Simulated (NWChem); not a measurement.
# Correlation energy of HOSi

```xyz
3

O      0.4801     0.9207     0.0000
Si    -0.3079    -0.4027     0.0000
H      0.4697    -1.7274     0.0000
```
Charge 0, spin multiplicity 2.

All runs are NWChem calculations. All single points use one geometry, from UPBE0/def2-SVP, a minimum by its harmonic frequencies.

Basis set: 3-21G. Each correlation energy counts from its own Hartree-Fock reference.

The correlated methods keep 6 core orbitals frozen. The structure started from a generated list of species. The unpaired electrons of the parent sit in orbitals of symmetry a' (Cs labels of the run); other states weren't searched. The stability of the SCF solutions was not checked. Open-shell Hartree-Fock references start from PBE0 orbitals. Coupled-cluster values serve here as a point of comparison, not as the truth.

```csv
method,correlation energy (mHa),remark
UMP2,-164.0,-
SCS-UMP2,[?],-
CCSD on UHF,[?],large amplitudes
CCSD[T] on UHF,-202.3,large amplitudes
CCSD(T) on UHF,[?],large amplitudes
CCSD on ROHF,-198.1,-
CCSD[T] on ROHF,-213.9,-
CCSD(T) on ROHF,-209.7,-
CCSDT on ROHF,-209.7,-
```

Problem. Some entries are withheld; supply them.

Solution. 
- SCS-UMP2, correlation energy (mHa): -158.9
- CCSD on UHF, correlation energy (mHa): -190.5
- CCSD(T) on UHF, correlation energy (mHa): -198.8
